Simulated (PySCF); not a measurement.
Computed Raman spectrum (relative Raman activity) of a molecule C5H7F. Coordinates come from a PBE-D3(BJ)/def2-SVP optimisation. One conformer was computed; it need not be the lowest. The numbers are results of PBE-D3(BJ)/def2-SVP run with PySCF 2.14.0, not measurements. Harmonic, unscaled wavenumbers; measured fundamentals usually lie a few per cent lower.

Lines under 2 % of the strongest are left out, and lines within 2 cm⁻¹ are merged.

| ν (cm⁻¹) | relative intensity |
|---|---|
| 505 | 2.3 |
| 570 | 2.4 |
| 727 | 2.4 |
| 871 | 3.1 |
| 915 | 3.8 |
| 995 | 3.7 |
| 1040 | 6.1 |
| 1091 | 8.1 |
| 1135 | 2.2 |
| 1184 | 5.9 |
| 1229 | 2.0 |
| 1287 | 2.6 |
| 1301 | 3.1 |
| 1342 | 3.8 |
| 1397 | 14 |
| 1415 | 11 |
| 1645 | 12 |
| 2929 | 88 |
| 2957 | 93 |
| 3001 | 54 |
| 3010 | 76 |
| 3069 | 48 |
| 3121 | 58 |
| 3149 | 100 |

Which structure fits?
A) CC1=C[C@@H](F)C1
B) F[C@H]1C=CCC1
C) C[C@H]1C=C(F)C1
D) C#C[C@H](F)CC

B, F[C@H]1C=CCC1
